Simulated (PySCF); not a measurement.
formic acid (CH2O2), singlet, geometry from GFN2-xTB. Base run: TPSS/def2-SVP in PySCF.

PySCF was given this input:
```python
from pyscf import gto, scf, dft

mol = gto.M(
    atom='''
O    -1.01613456   -0.43506422    0.00008010
C    -0.00172708    0.41293984   -0.00731108
O     1.15287091    0.11408067    0.00661676
H    -0.69904529   -1.35443854    0.01870322
H    -0.38448302    1.44466792   -0.02841162
''',
    basis='def2-svp',
    verbose=3,
)

mf = dft.RKS(mol)
mf.xc = 'tpss'
mf.kernel()
```

Variants of this job, named by their change:

```json
[
 {"change": "base", "ΔE vs base (mEh)": "0.000", "grid points": "61904", "electrons on the grid": "24.00000"},
 {"change": "grids.radi_method = mura_knowles", "ΔE vs base (mEh)": "0.000", "grid points": "59096", "electrons on the grid": "24.00000"},
 {"change": "grids.prune = dft.gen_grid.treutler_prune", "ΔE vs base (mEh)": "0.007", "grid points": "53728", "electrons on the grid": "24.00000"},
 {"change": "grids.level = 1", "ΔE vs base (mEh)": "0.032", "grid points": "20488", "electrons on the grid": "24.00002"},
 {"change": "grids.atom_grid = (75, 302)", "ΔE vs base (mEh)": "0.000", "grid points": "71960", "electrons on the grid": "24.00000"},
 {"change": "grids.atom_grid = (50, 194)", "ΔE vs base (mEh)": "-0.011", "grid points": "32712", "electrons on the grid": "24.00000"},
 {"change": "grids.level = 4", "ΔE vs base (mEh)": "0.002", "grid points": "116544", "electrons on the grid": "24.00000"},
 {"change": "grids.becke_scheme = stratmann", "ΔE vs base (mEh)": "0.005", "grid points": "61904", "electrons on the grid": "24.00000"},
 {"change": "grids.level = 0", "ΔE vs base (mEh)": "44.279", "grid points": "4504", "electrons on the grid": "23.98784"},
 {"change": "grids.atom_grid = (30, 110)", "ΔE vs base (mEh)": "0.520", "grid points": "12288", "electrons on the grid": "23.99988"},
 {"change": "grids.prune = dft.gen_grid.sg1_prune", "ΔE vs base (mEh)": "0.004", "grid points": "27736", "electrons on the grid": "24.00004"}
]
```
